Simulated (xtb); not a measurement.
B(F)2(Et) (C₂H₅BF₂), SMILES CCB(F)F. All values are semi-empirical tight-binding results from xtb (GFN2-xTB unless named), good for trends rather than for accurate numbers. The structure is a stationary point at GFN2-xTB. Other conformers were not sampled.

Computed properties:
- orbital gap = 5.69 eV
- dipole moment = 2.17 D
- zero-point energy = 46.1 kcal/mol
- G − E(el) at 298.15 K (modified RRHO) = 27.4 kcal/mol
- static polarisability (D4 model) = 42.4 bohr³
- solvation energy, GFN2-xTB/ALPB(water) = -1.7 kcal/mol
- solvation energy, GFN2-xTB/ALPB(chcl3) = -3.5 kcal/mol

Computed IR lines (harmonic; lines under 4 % of the strongest left out, lines within 3 cm⁻¹ merged):
ν (cm⁻¹): 404 (w), 754 (m), 984 (w), 1231 (s), 1288 (vs), 1327 (s), 2951 (w), 3038 (w), 3047 (w), 3052 (w) (against the strongest line: vs over 80 %, s over 45 %, m over 15 %, w over 4 %, vw less)
